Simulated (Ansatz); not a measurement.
Reaction (cleavage of the Si–Si bond): `N[SiH]([SiH3])S` + `O[Si]1(Cl)CO1` → `[SiH3]O[Si]1(Cl)CO1` + `N[SiH2]S`

Calculated with Ansatz (gas phase, PBE0-D4/def2-TZVP geometries, no zero-point term in ΔE). CCSD(T)/CBS is the MP2 limit (def2-TZVPP, def2-QZVPP) plus CCSD(T) − MP2 in def2-TZVPP, frozen cores. Functionals use def2-TZVPP. B3LYP here is the variant with VWN-RPA as its local correlation; programs differ in this. Each species was taken in one conformer, which may not be the lowest.

| level | ΔE (kJ/mol) |
| --- | --- |
| PBE0-D4 | -84.9 |
| B3LYP-D4 | -103.2 |
| r2SCAN | -95.8 |
| PBE0 | -86.0 |
| HF/def2-TZVPP | -134.2 |
| CCSD/def2-TZVPP | -108.1 |
| HF/def2-QZVPP | -137.1 |
| HF/CBS(def2) | -137.5 |

What does CCSD(T)/CBS give? (Estimate.)

Computed: -104.1 kJ/mol. The listed levels differ from it by 19.2, 0.9, 8.3, 18.1, -30.1, -4.0, -33.0, -33.4 kJ/mol.

Largest T1 diagnostic among the species: 0.012.

In def2-TZVPP, CCSD(T) changes the Hartree–Fock value by +30.7 kJ/mol (the triples alone add +4.6 kJ/mol) and MP2 by +24.5 kJ/mol. From PBE to PBE0 (25 % exact exchange), in def2-TZVPP and without D4, ΔE moves by −9.6 kJ/mol.
